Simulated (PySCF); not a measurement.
## From computed data to an observable: oscillator strength and radiative lifetime

CH5BiO2, SMILES [CH3][Bi]([OH])[OH].

Geometry: B3LYP-D3(BJ)/def2-SVP. The structure was generated by enumeration; whether it is a known compound was not checked. The def2 effective core potentials stand for the cores of Bi; spin–orbit coupling is left out. One conformer was computed; it need not be the lowest.

PySCF 2.14.0 with TDA-PBE/def2-SVPD puts the first singlet state with f over 0.02 at 5.62 eV (vertical), with the transition dipole (-0.216, -0.436, 0.000) in atomic units.

### Question
Find the oscillator strength, the wavelength and the radiative lifetime that this transition would have in vacuum if emission retraced absorption.

### Answer

|μ|² = 0.2368 au, so |μ| = 1.24 D. ΔE = 5.62/27.211 = 0.2065 hartree. f = (2/3) ΔE |μ|² = 0.033 (the program prints 0.033).
λ = 1239.84/5.62 = 221 nm; ν = 45328 cm⁻¹.
Einstein's coefficient A = 0.6670 ν² f s⁻¹ (ν in cm⁻¹) = 4.5e7 s⁻¹, so τ = 1/A = 22 ns. This state is S5; the lower singlets have f = 0.000, 0.003, 0.002, 0.004. The figure is the radiative limit of this one transition; relaxation, internal conversion, crossing to triplets and a medium change what is measured.
